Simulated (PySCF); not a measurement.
# Electron correlation in Nd⁺ (neodymium, charge +1)

Starting occupation: [Xe] 4f4 6s1, 4f5/2 with m_j = -1/2, +1/2, +3/2, +5/2, 6s1/2 with m_j = -1/2. Calculation: PySCF 2.14, in x2c-SVPall-2c; X2C-1e with screened-nucleus spin-orbit coupling, Gaussian nucleus. Frozen: [Ar] 3d10; 31 electrons correlated; the 16 highest virtual spinors left out.

MP2 pair energies summed by pair of shells (mhartree):

```
 pair   energy  share (%)
4d-4d  -215.49       26.6
5p-5p  -116.39       14.4
4d-5p  -109.90       13.6
4d-4p   -71.05        8.8
4f-5p   -63.17        7.8
4d-4f   -54.22        6.7
5p-5s   -29.27        3.6
4p-4p   -24.22        3.0
4d-5s   -20.93        2.6
4f-4f   -20.11        2.5
5p-6s   -17.42        2.1
4f-4p   -16.08        2.0
4p-5p   -10.68        1.3
4d-4s    -8.07        1.0
4p-5s    -5.73        0.7
4f-5s    -5.54        0.7
5s-5s    -5.37        0.7
4p-4s    -4.81        0.6
4f-6s    -3.10        0.4
4d-6s    -3.10        0.4
4s-4s    -1.62        0.2
4f-4s    -1.44        0.2
4s-5p    -1.23        0.2
5s-6s    -0.99        0.1
4s-5s    -0.53        0.1
4p-6s    -0.30        0.0
4s-6s    -0.03        0.0
```

Total MP2 correlation energy: -810.78 mhartree.

The GHF reference relaxed away from the jj start to a determinant that is no pure jj level (⟨S²⟩ = 8.73, ⟨J²⟩ = 20.19); the energies belong to that determinant.

This basis was not built for core-valence correlation, so the inner-shell part is incomplete.
